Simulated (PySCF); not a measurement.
## Solvent effects on NMR parameters

Atom-mapped SMILES (the numbers label the heavy atoms): `[CH3:1][O:2][c:3]1[cH:4][cH:5][n:6]([CH3:7])[cH:8]1` (H(Xn): hydrogen on atom n).

GIAO PBE0/pcSseg-1 in PySCF on one PBE0-D3(BJ)/def2-SVP conformer, non-relativistic, equivalent nuclei averaged. Solvents enter as an IEF-PCM continuum (benzene with ε = 2.3, tetrahydrofuran with ε = 7.4) around the gas-phase geometry. Shifts are referred to TMS computed in the same medium.

In benzene, δ in ppm: C3 156.3, C5 124.5, C8 102.7, C4 101.4, C1 56.4, C7 37.0, H(C5) 6.34, H(C8) 6.06, H(C4) 5.87, H(C1) 3.57, H(C7) 3.49. Dipole moment 3.28 D.

Task: How does each δ change in the more polar medium?

Result: 
| atoms | environment | Δδ, tetrahydrofuran |
| --- | --- | --- |
| C3 | aromatic carbon bearing oxygen | -0.4 |
| C5 | aromatic CH next to a ring nitrogen | +0.9 |
| C8 | aromatic CH next to a ring nitrogen | +1.4 |
| C4 | aromatic CH | -1.0 |
| C1 | methyl carbon bonded to O | +0.5 |
| C7 | methyl carbon bonded to N | +0.3 |
| H(C5) | hydrogen on an aromatic CH next to a ring nitrogen | +0.14 |
| H(C8) | hydrogen on an aromatic CH next to a ring nitrogen | +0.17 |
| H(C4) | hydrogen on an aromatic CH | -0.01 |
| H(C1) | hydrogen on a methyl carbon bonded to O | +0.06 |
| H(C7) | hydrogen on a methyl carbon bonded to N | +0.07 |

Changes are relative to benzene. The dipole moment becomes 3.69 D in tetrahydrofuran.

Task: Which nuclei move most (in ppm), and what does the model miss?

Result: C8 (aromatic CH next to a ring nitrogen, +1.4 ppm) in tetrahydrofuran. A continuum only polarises the solute; specific hydrogen bonds, the anisotropy of aromatic solvents and changes of geometry or conformer are outside it.
